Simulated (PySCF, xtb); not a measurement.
C2H4F2, SMILES FCCF. One conformer was computed; it need not be the lowest.

Harmonic wavenumbers (cm⁻¹) from xtb with GFN2-xTB at its own minimum, in rising order: 91, 335, 454, 869, 910, 1058, 1066, 1085, 1198, 1237, 1304, 1333, 1416, 1420, 2958, 2962, 2965, 2977.

Task: What does PBE0-D3(BJ)/def2-SVP in PySCF give at its own minimum? (An estimate is asked for; the answer gives what the named calculation found.)

Result: 154, 328, 500, 896, 922, 1136, 1140, 1173, 1269, 1311, 1402, 1453, 1476, 1482, 3051, 3060, 3115, 3127. Paired by order, the mean absolute difference is 76 cm⁻¹ and the zero-point energies are 36.7 and 38.6 kcal/mol.
